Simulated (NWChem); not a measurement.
Molecule: C3H5FOSi; SMILES [Si@@H]1(OC(C1)=C)F

```xyz
11

C      0.2023     2.5313    -0.3408
C      0.0136     1.2300    -0.0755
C     -1.2617     0.3880     0.0215
Si    -0.0340    -0.9742     0.4348
F      0.1623    -2.1532    -0.6762
O      1.0546     0.3288     0.2045
H     -0.6587     3.1792    -0.5509
H      1.2150     2.9580    -0.3525
H     -1.8074     0.2793    -0.9371
H     -1.9704     0.7161     0.8074
H      0.0746    -1.6409     1.7652
```
Atoms are numbered in this order, from 1.

Program: NWChem. Geometry: optimised at PBE-D3(BJ)/def2-SVP. Level B3LYP/def2-SVP: single points from the atomic guess with DIIS by default; each run changes one setting, and all converged runs end within 0.3 mHa of each other. cgmin counts macro-iterations, each dearer than a DIIS step.

Task: Which setting needs the most SCF iterations, or fails (defaults; core-Hamiltonian guess; quadratically convergent solver (cgmin); DIIS on 3 Fock matrices; DIIS on 20 Fock matrices)?

Result: core-Hamiltonian guess, with 14 against 9 for the defaults.
```csv
setting,SCF iterations
defaults,9
quadratically convergent solver (cgmin),5
core-Hamiltonian guess,14
DIIS on 20 Fock matrices,8
DIIS on 3 Fock matrices,9
```
